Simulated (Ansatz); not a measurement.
`Cl[SiH2]Br` and `Cl[SiH2]I` differ in one atom or group.

Ansatz, PBE0-D4/def2-TZVP geometries, multiplicity 1. 

Elements past krypton have def2 core potentials. Scalar relativity is left out up to krypton. Spin–orbit coupling is left out; it splits and shifts lone-pair levels of the heavy atoms by tenths of an eV.

```csv
property,`Cl[SiH2]Br`
size of the dipole moment (PBE/def2-TZVPP) / D,1.01
HOMO–LUMO gap (PBE/def2-TZVPP) / eV,6.17
size of the dipole moment (ωB97M-V/def2-TZVPP) / D,1.12
HOMO–LUMO gap (ωB97M-V/def2-TZVPP) / eV,12.48
HOMO energy (PBE/def2-TZVPP) / eV,-7.41
HOMO energy (B3LYP/def2-TZVPP) / eV,-8.45
```

(1) Give the same properties after the change, and the shifts. (Best estimate.)

Answers

(1) The calculation gave: 
| property | `Cl[SiH2]I` | shift |
| --- | --- | --- |
| size of the dipole moment (PBE/def2-TZVPP) / D | 0.88 | -0.13 |
| HOMO–LUMO gap (PBE/def2-TZVPP) / eV | 5.05 | -1.12 |
| size of the dipole moment (ωB97M-V/def2-TZVPP) / D | 1.00 | -0.12 |
| HOMO–LUMO gap (ωB97M-V/def2-TZVPP) / eV | 11.02 | -1.46 |
| HOMO energy (PBE/def2-TZVPP) / eV | -6.80 | 0.61 |
| HOMO energy (B3LYP/def2-TZVPP) / eV | -7.69 | 0.76 |

With PBE0 the HOMO rises by 0.75 eV and the LUMO falls by 0.56 eV, so the gap narrows by about 1.31 eV. PBE moves the HOMO by 0.61 eV and ωB97M-V by 0.84 eV. Dipoles are sizes alone; their direction can turn.

B3LYP here is the variant with VWN-RPA as its local correlation; programs differ in this.
